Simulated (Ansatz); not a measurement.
Ideal-gas functions of CH5BO2, SMILES `OBCO` at 400 K and 1 bar, from an Ansatz frequency run at PBE0-D4/def2-TZVP.

Molar mass 59.86 g/mol, point group Cs (symmetry number 1), electronic degeneracy 1, moments of inertia 30.103, 88.34, 115.389 u Å². Harmonic wavenumbers (cm⁻¹, unscaled): 161, 214, 266, 489, 620, 732, 810, 972, 974, 1108, 1167, 1241, 1273, 1385, 1419, 1464, 2589, 2983, 2997, 3843, 3896.

Use S(trans) = R[1.5 ln M + 2.5 ln T − 1.1517]; rotational temperatures θ = 24.2544 K / I; S(rot) = R[ln(√π/σ · √(T³/θAθBθC)) + 1.5]; for each mode x = 1.438777 ν̃/T, S = R[x/(eˣ − 1) − ln(1 − e⁻ˣ)] and H = RT x/(eˣ − 1); 1 cm⁻¹ = 0.0119627 kJ/mol; R = 8.31446 J/(mol·K).

By hand: the entropy, in J/(mol·K).

Translation 166.0. Rotation: θ = 0.8057, 0.2746, 0.2102 K, giving 104.7. Vibration, mode by mode: 12.97, 10.69, 8.99, 4.61, 3.18, 2.32, 1.85, 1.16, 1.16, 0.78, 0.66, 0.53, 0.48, 0.34, 0.31, 0.27, 0.01, 0.00, 0.00, 0.00, 0.00, in all 50.3. Electronic 0.0. Sum 321.0 J/(mol·K).

By hand: H − E and G − E in kJ/mol, counted from the electronic energy.

Zero-point energy ½ × 30603 × 0.0119627 = 183.0; thermal vibration 11.8; translation, rotation and pV give 4 RT = 13.3. H − E = 208.1 kJ/mol, and G − E = 208.1 − 400 × 321.0/1000 = 79.7 kJ/mol.

Vibration gives 16 % of the entropy. The sum counts one conformer and one mirror image; others add a mixing term.
